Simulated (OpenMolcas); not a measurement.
## Levels of Ar4+ by method

- Program: OpenMolcas 26.06
- Basis: ANO-RCC-VDZP [4s3p1d]
- Scalar Hamiltonian: X2C, point nucleus
- Active space: 2 electrons in 3 orbitals (3p)
- State averaging: 2S+1 = 3 even, 3 roots; 2S+1 = 1 even, 6 roots
- Spin-orbit coupling: state interaction with AMFI integrals over the reference wave functions, term energies averaged over their components

Methods on the same reference wave functions:
A. CASSCF
B. SS-CASPT2, IPEA 0.25 Eh, imaginary shift 0.1 Eh (closed shells correlated: 2s 2p 3s)

Energies in cm-1 above 3s2 3p2 3P0, the measured ground level; measured values from Saloman, J. Phys. Chem. Ref. Data 39, 033101 (2010).

| Level | A | B | Measured |
| --- | --- | --- | --- |
| 3s2 3p2 3P0 | 0.0 | 0.0 | 0.0 |
| 3s2 3p2 3P1 | 704 | 714 | 763 |
| 3s2 3p2 3P2 | 1929 | 1935 | 2029 |
| 3s2 3p2 1D2 | 19500 | 18000 | 16299 |
| 3s2 3p2 1S0 | 46546 | 40630 | 37912 |

Deviations, from unrounded energies. A percentage is the sum of absolute deviations over the sum of measured energies, with the sign that they share, or ± where signs differ.

```
                        Against measurement  Levels      A     B
             mean absolute deviation (cm-1)       4   3000  1100
      fine structure of the ground term (%)       2   -5.7  -5.1
other terms of the ground configuration (%)       2  +21.8  +8.2
```

B lies closest to measurement on these levels. The largest miss of B in the table is 3s2 3p2 1S0, by +2700 cm-1. The ranking rests on the paired levels alone, and a cruder setting can come out closer through cancelling errors.

From A to B the spin-free energies of the other terms of 3s2 3p2 shown, above 3P, scale by factors of 0.87 to 0.92.

The lowest spin-free term lies below A's lowest term by 0.075 hartree in B.

CASPT2 breaks the degeneracy within a term, and the mean is taken; among the terms shown or strongly mixed into the levels shown the widest spread is 120 cm-1 (3s2 3p2 1D, B). With the s shell closed, the reference lacks s² → p² mixing. The basis is small and was not contracted for so high a charge. Measured partners are found by configuration, term and J. A level has none where our copy of the source lacks it or the pairing is in doubt (some pairs that miss far off the trend of their configuration count as doubtful), and it then counts in no deviation. Levels of configurations outside the active space are missing.
